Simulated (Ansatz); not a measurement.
The same path of C3H4IN (9 atoms, charge 0, multiplicity 1) was run twice with different band settings. The coordinate that changes most is the angle C3–N4–H9.

Theory: RKS PBE0-D4/def2-SVP in Ansatz.

Relaxed end points:

```xyz
9
Properties=species:S:1:pos:R:3
C -0.081 0.898 1.330
C -0.414 -0.135 0.553
C 0.116 -0.460 -0.775
N -0.272 -1.464 -1.417
I 1.621 0.901 -1.581
H -0.552 1.030 2.307
H 0.664 1.636 1.018
H -1.162 -0.866 0.879
H 0.168 -1.586 -2.329
```

```xyz
9
Properties=species:S:1:pos:R:3
C -0.094 0.831 1.273
C -0.323 -0.138 0.384
C 0.312 -0.316 -0.930
N 0.098 -1.242 -1.752
I 1.762 1.154 -1.520
H -0.634 0.852 2.223
H 0.633 1.625 1.080
H -1.060 -0.918 0.612
H -0.605 -1.895 -1.386
```

Common settings: movable images 7; climbing image yes; spring 5.0 eV/Å²; start path through a guess of the saddle point; force threshold 0.05 eV/Å; iteration limit 60; end points relaxed.

| run | optimiser |
| --- | --- |
| 1 | quadratic models (default) |
| 2 | lbfgs |

**Question.** What does each run give, and how far can it be trusted?

**Answer.** Run 1: converged after 21 iterations, highest image 0.844 eV above the first end. A vibrational analysis at the climbing image gives one clearly imaginary mode, 852i cm⁻¹: a first-order saddle point.
Run 2: converged after 57 iterations, highest image 0.853 eV above the first end. The order of the stationary point at the top wasn't checked.
